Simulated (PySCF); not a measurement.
Molecule: SMILES O=C1C=CC(CF)=CC1=O, C₇H₅FO₂.

Bonds (- single, = double, # triple, : aromatic): O1=C2, C2-C3, C3=C4, C4-C5, C5-C6, C6-F7, C5=C8, C8-C9, C9=O10, C9-C2. C3 carries H11; C4 carries H12; C6 carries H13, H14; C8 carries H15.

Frames of a GFN2-xTB Langevin trajectory at 600 K; GIAO PBE0/pcSseg-1 shieldings in PySCF 2.14.0 with density-fitted response routines, gas phase, non-relativistic; equivalent atoms averaged within each frame.

Chemical shifts δ = σref − σ; ¹⁷O (σref 336.08) vs H2O; TMS for ¹³C (σref 186.93); ¹⁹F (σref 170.95) vs CFCl3, all at this level. The references are static minima.

Problem. How do the shifts (ppm) fluctuate along the trajectory?

Solution. 
| time (fs) | O1 | O10 | C2 | C5 | C9 | C8 | C4 | C3 | C6 | F7 |
| --- | --- | --- | --- | --- | --- | --- | --- | --- | --- | --- |
| 250 | 874.8 | 711.3 | 196.8 | 192.5 | 179.9 | 150.3 | 139.6 | 134.8 | 84.2 | -242.2 |
| 425 | 809.1 | 754.8 | 196.0 | 170.9 | 181.4 | 139.5 | 159.8 | 136.2 | 100.6 | -211.4 |
| 625 | 809.2 | 714.4 | 200.6 | 151.2 | 177.5 | 130.2 | 138.1 | 137.5 | 88.7 | -231.7 |
| 800 | 805.8 | 876.0 | 204.5 | 146.7 | 202.4 | 123.1 | 155.0 | 149.6 | 78.7 | -254.9 |
| 1000 | 799.1 | 771.2 | 197.4 | 162.4 | 191.6 | 129.1 | 145.6 | 135.8 | 87.3 | -241.0 |
| mean of frames | 819.6 | 765.5 | 199.1 | 164.7 | 186.6 | 134.5 | 147.6 | 138.8 | 87.9 | -236.2 |
| standard deviation | 31.1 | 66.9 | 3.5 | 18.2 | 10.4 | 10.7 | 9.5 | 6.1 | 8.1 | 16.2 |

5 frames give an uncertainty of the mean of about the standard deviation over 2.2 at best, since frames this close in time may not be independent; classical motion lacks zero-point vibration, and the reference would need the same averaging.
